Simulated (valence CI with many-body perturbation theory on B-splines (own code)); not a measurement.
## Forbidden lines of Pb43+

Level of theory: relativistic CI+MBPT: three valence electrons over a frozen Dirac-Fock core [Kr], a basis of 9 s, 9 p, 10 d, 8 f, 5 g, 3 h, 1 i functions for each j, with the one-electron correlation potential Σ1 (screened to all orders), the two-electron term Σ2, the three-electron term Σ3, Breit, model QED; selected single and double excitations, second order for the rest (own B-spline code, finite nucleus).

The last digits are not significant, and no measured levels were compared; by estimate large intervals hold to a few tenths of a per cent, small ones and those within an open d or f shell to about a per cent. Only levels of the ground parity were solved; by the run's estimate the other parity begins above the list, which can be wrong where configurations are misplaced.

Lines 1 to 50 of 51 in falling wavelength, among levels below 882930 cm⁻¹, chosen from the decays that carry over 1 % of a level's rate. Wavelengths and rates use the calculated energies. Electric multipoles are in the length gauge, E1 and E2 with the static RPA response of the core. S is in atomic units (e²a₀⁴ for E2 and M2, e²a₀⁶ for E3), for M1 in squared Bohr magnetons. Weak lines are less certain than strong ones. Lines between different terms over intervals too small for the method are left out, as are lines whose strength nearly cancels. The highest levels of a list are the least certain.

Levels are named by their leading jj configuration (3d3/2^4 stands for four electrons in 3d with j = 3/2), which in mixed levels can hold well under half, so a name can repeat and another be missing. Letters in brackets count levels of one name in rising energy.

```tsv
λ vac (nm)	Upper	Lower	Type	A (s⁻¹)	S (a.u.)
263.7	(4d3/2^2 4d5/2) J=7/2	(4d3/2^2 4d5/2) J=5/2 [a]	M1	6.59e+02	3.58e+00
256.7	(4d3/2^2 4d5/2) J=9/2	(4d3/2^2 4d5/2) J=5/2 [a]	E2	2.07e-04	2.06e-04
118.9	(4d3/2^2 4d5/2) J=5/2 [b]	(4d3/2^2 4d5/2) J=7/2	M1	6.24e+02	2.33e-01
98.99	(4d3/2^2 4d5/2) J=5/2 [b]	(4d3/2^2 4d5/2) J=3/2	M1	2.85e+03	6.14e-01
83.43	(4d3/2 4d5/2^2) J=3/2 [b]	(4d3/2 4d5/2^2) J=3/2 [a]	M1	3.65e+03	3.15e-01
81.93	(4d3/2^2 4d5/2) J=5/2 [b]	(4d3/2^2 4d5/2) J=5/2 [a]	M1	9.38e+02	1.15e-01
58.53	(4d5/2^3) J=3/2	(4d3/2 4d5/2^2) J=3/2 [b]	M1	1.52e+04	4.53e-01
58.32	(4d3/2 4d5/2^2) J=3/2 [a]	(4d3/2^2 4d5/2) J=5/2 [b]	M1	1.14e+04	3.34e-01
53.70	(4d3/2 4d5/2^2) J=5/2 [a]	(4d3/2^2 4d5/2) J=5/2 [b]	M1	6.17e+04	2.12e+00
48.02	(4d5/2^3) J=5/2	(4d3/2 4d5/2^2) J=3/2 [b]	M1	3.66e+04	9.01e-01
45.76	(4d3/2 4d5/2^2) J=5/2 [b]	(4d3/2^2 4d5/2) J=5/2 [b]	M1	8.39e+04	1.79e+00
45.19	(4d3/2 4d5/2^2) J=7/2 [b]	(4d3/2^2 4d5/2) J=5/2 [b]	M1	2.17e+04	5.93e-01
44.99	(4d3/2 4d5/2^2) J=7/2 [a]	(4d3/2^2 4d5/2) J=7/2	M1	9.46e+04	2.55e+00
44.61	(4d5/2^3) J=9/2	(4d3/2 4d5/2^2) J=11/2	M1	2.07e+04	6.81e-01
43.98	(4d3/2^2 4d5/2) J=5/2 [a]	(4d3/2^3) J=3/2	M1	2.77e+05	5.25e+00
41.79	(4d3/2 4d5/2^2) J=9/2	(4d3/2^2 4d5/2) J=9/2	M1	1.85e+05	5.01e+00
41.61	(4d3/2 4d5/2^2) J=9/2	(4d3/2^2 4d5/2) J=7/2	M1	1.08e+05	2.89e+00
41.04	(4d5/2^3) J=3/2	(4d3/2 4d5/2^2) J=5/2 [b]	M1	2.04e+04	2.09e-01
40.26	(4d3/2^2 4d5/2) J=3/2	(4d3/2^3) J=3/2	M1	2.20e+05	2.13e+00
39.55	(4d3/2 4d5/2^2) J=3/2 [a]	(4d3/2^2 4d5/2) J=1/2	M1	6.14e+04	5.63e-01
38.59	(4d5/2^3) J=9/2	(4d3/2 4d5/2^2) J=9/2	M1	2.35e+05	5.02e+00
38.43	(4d3/2 4d5/2^2) J=7/2 [a]	(4d3/2^2 4d5/2) J=5/2 [a]	M1	4.08e+05	6.87e+00
37.92	(4d3/2 4d5/2^2) J=1/2	(4d3/2^2 4d5/2) J=1/2	M1	3.61e+05	1.46e+00
37.70	(4d3/2^2 4d5/2) J=7/2	(4d3/2^3) J=3/2	E2	1.32e+02	7.19e-03
37.31	(4d3/2^2 4d5/2) J=1/2	(4d3/2^3) J=3/2	M1	8.25e+04	3.17e-01
36.99	(4d3/2 4d5/2^2) J=5/2 [a]	(4d3/2^2 4d5/2) J=7/2	M1	1.26e+04	1.42e-01
36.70	(4d3/2 4d5/2^2) J=3/2 [a]	(4d3/2^2 4d5/2) J=3/2	M1	3.55e+05	2.61e+00
36.46	(4d3/2 4d5/2^2) J=11/2	(4d3/2^2 4d5/2) J=9/2	M1	1.18e+05	2.54e+00
36.24	(4d5/2^3) J=3/2	(4d3/2 4d5/2^2) J=5/2 [a]	M1	2.03e+05	1.43e+00
36.08	(4d5/2^3) J=9/2	(4d3/2 4d5/2^2) J=7/2 [a]	M1	3.33e+05	5.80e+00
35.93	(4d5/2^3) J=5/2	(4d3/2 4d5/2^2) J=7/2 [b]	M1	7.25e+04	7.48e-01
35.73	(4d5/2^3) J=3/2	(4d3/2 4d5/2^2) J=1/2	M1	1.50e+05	1.02e+00
35.59	(4d5/2^3) J=5/2	(4d3/2 4d5/2^2) J=5/2 [b]	M1	1.15e+05	1.15e+00
35.29	(4d3/2 4d5/2^2) J=1/2	(4d3/2^2 4d5/2) J=3/2	M1	2.23e+04	7.26e-02
34.81	(4d3/2 4d5/2^2) J=5/2 [a]	(4d3/2^2 4d5/2) J=3/2	M1	2.04e+05	1.92e+00
34.40	(4d5/2^3) J=3/2	(4d3/2 4d5/2^2) J=3/2 [a]	M1	2.34e+05	1.41e+00
34.33	(4d3/2 4d5/2^2) J=3/2 [b]	(4d3/2^2 4d5/2) J=5/2 [b]	M1	1.94e+05	1.16e+00
34.07	(4d3/2 4d5/2^2) J=3/2 [a]	(4d3/2^2 4d5/2) J=5/2 [a]	M1	1.58e+05	9.25e-01
33.04	(4d3/2 4d5/2^2) J=5/2 [b]	(4d3/2^2 4d5/2) J=7/2	M1	9.40e+04	7.54e-01
32.85	(4d3/2 4d5/2^2) J=7/2 [b]	(4d3/2^2 4d5/2) J=9/2	M1	5.31e+04	5.59e-01
32.74	(4d3/2 4d5/2^2) J=7/2 [b]	(4d3/2^2 4d5/2) J=7/2	M1	6.38e+04	6.64e-01
32.44	(4d3/2 4d5/2^2) J=5/2 [a]	(4d3/2^2 4d5/2) J=5/2 [a]	M1	3.26e+04	2.47e-01
31.91	(4d5/2^3) J=5/2	(4d3/2 4d5/2^2) J=5/2 [a]	M1	1.95e+05	1.41e+00
30.48	(4d5/2^3) J=5/2	(4d3/2 4d5/2^2) J=3/2 [a]	M1	2.18e+05	1.37e+00
29.36	(4d3/2 4d5/2^2) J=5/2 [b]	(4d3/2^2 4d5/2) J=5/2 [a]	M1	9.07e+03	5.11e-02
29.13	(4d3/2 4d5/2^2) J=7/2 [b]	(4d3/2^2 4d5/2) J=5/2 [a]	M1	1.07e+04	7.85e-02
28.62	(4d3/2^2 4d5/2) J=5/2 [b]	(4d3/2^3) J=3/2	M1	2.43e+04	1.27e-01
27.67	(4d5/2^3) J=5/2	(4d3/2 4d5/2^2) J=7/2 [a]	M1	1.17e+05	5.51e-01
26.83	(4d3/2 4d5/2^2) J=3/2 [b]	(4d3/2^2 4d5/2) J=1/2	M1	4.74e+03	1.36e-02
25.49	(4d3/2 4d5/2^2) J=3/2 [b]	(4d3/2^2 4d5/2) J=3/2	M1	3.42e+04	8.39e-02
```
